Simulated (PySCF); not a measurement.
**ICl₂, doublet: computed properties**

Level of theory: UPBE0/[I def2-TZVP with ECP28, Cl def2-TZVP], scalar-relativistic core potentials, density fitting, no spin–orbit coupling, PySCF.

The structure is a minimum.

```xyz
3
charge 0 multiplicity 2, angstrom
I     0.0000    0.0000   -0.2141
Cl    2.3443    0.0000    0.3908
Cl   -2.3443    0.0000    0.3908
```

```
Point group                                                                   : C2v
Bond lengths                                                                  : I–Cl 2.421 Å (×2)
Bond angles                                                                   : Cl–I–Cl 151.1°
Atomisation energy without zero-point energy                                  : 340 kJ/mol
Heat capacity Cp at 298.15 K                                                  : 55.4 J/(mol K)
Highest occupied level (β)                                                    : -8.00 eV
Spin squared ⟨S²⟩                                                             : 0.758
Dipole moment                                                                 : 0.94 D
Principal quadrupole moments (Buckingham, traceless) about the centre of mass : -4.67, 0.97, 3.70 D Å
Enthalpy at 298.15 K above 0 K                                                : 14.07 kJ/mol
Principal polarisabilities                                                    : 35.9, 39.2, 127.8 bohr³
Rotational constants                                                          : 1.022, 0.04386, 0.04205 cm⁻¹
Zero-point energy                                                             : 4.2 kJ/mol
Lowest empty level (β)                                                        : -5.59 eV
Rotational symmetry number                                                    : 2
Entropy at 298.15 K and 1 bar (electronic part: spin only)                    : 311.5 J/(mol K)
```

Harmonic modes (masses in u: I 126.904, Cl 34.969):
| symmetry | ω (cm⁻¹) | IR (km/mol) | μ (u) |
| --- | --- | --- | --- |
| a1 | 91 | 1.9 | 45.52 |
| b2 | 291 | 109 | 46.43 |
| a1 | 317 | 0.9 | 35.89 |

In C2v the vibrations span 2a1 + b2. Here b1 is antisymmetric to the molecular plane and b2 lies in it.

Charges (e):
```tsv
atom	Mulliken	Löwdin	polar tensor	spin (Mulliken)	Mayer order to I1
I1	0.47	0.24	0.96	0.51	–
Cl2,3	-0.23	-0.12	-0.48	0.25	0.95
```

Mulliken populations on I1 (electrons outside its core potential): s 3.97, p 10.28, d 10.24, f 0.03.

Only a few start shapes were tried, so a lower isomer may exist. Spin–orbit coupling, left out here, can matter for elements this heavy.

The final relaxation and frequency run took of the order of 100 core-seconds on a shared host.
